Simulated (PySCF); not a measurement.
## Reproducing measurements on indene

**What was measured.**

NIST CCCBDB Release 22 (SRD 101), experimental dipoles lists, for the gas: dipole moment (vibrational ground state) 0.62 ± 0.02 D.

The runs below try to reproduce these values; the comparison stands at the end.

Compound: indene, C9H8.
Numbering: `[CH:1]1=[CH:2][c:3]2[cH:4][cH:5][cH:6][cH:7][c:8]2[CH2:9]1` (hydrogens: H10 on C1; H11 on C2; H12 on C4; H13 on C5; H14 on C6; H15 on C7; H16, H17 on C9)

Geometry (PBE0-D3(BJ)/def2-SVP, Å), atoms numbered from 1 in this order:
```xyz
17
C9H8 angstrom
C     -2.351    0.422    0.095
C     -1.392    1.364    0.205
C     -0.077    0.742    0.058
C      1.209    1.282    0.093
C      2.299    0.428   -0.081
C      2.109   -0.941   -0.286
C      0.821   -1.484   -0.322
C     -0.267   -0.640   -0.150
C     -1.741   -0.930   -0.139
H     -3.426    0.593    0.162
H     -1.555    2.429    0.376
H      1.362    2.352    0.254
H      3.314    0.834   -0.056
H      2.976   -1.592   -0.420
H      0.680   -2.556   -0.483
H     -2.084   -1.378   -1.089
H     -2.017   -1.650    0.653
```

The PySCF runs (gas phase, on this PBE0-D3(BJ)/def2-SVP geometry; no spin–orbit coupling):

```tsv
level	job	basis functions
PBE0-D3(BJ)/def2-SVP, grid level 1	geometry optimisation from a GFN2-xTB start	166
B3LYP/pcSseg-1	shieldings	193
PBE0/pcSseg-1	shieldings, charges and field gradients	193
PBE0/def2-SVPD	6 singlets by full TDDFT, polarisability, dynamic polarisability	244
B3LYP/pcJ-1	spin–spin couplings from 8 perturbed nuclei, spin–dipole term left out	323
```

**Comparison with experiment**

**Dipole moment.** Measured: 0.62 D (NIST CCCBDB Release 22 (SRD 101), experimental dipoles).

```tsv
level	computed (D)	computed − measured (D)	% (from the printed values)
PBE0-D3(BJ)/def2-SVP	0.76	+0.14	+23
B3LYP/pcSseg-1	0.73	+0.11	+18
PBE0/pcSseg-1	0.76	+0.14	+23
PBE0/def2-SVPD	0.75	+0.13	+21
B3LYP/pcJ-1	0.74	+0.12	+19
```

All 5 levels lie above the measurement. The computed dipoles belong to one fixed geometry; measured ones are averaged over vibrations unless marked μe. Magnitudes are compared, not signs.

No measured geometry was used, and the causes of the misses weren't examined.
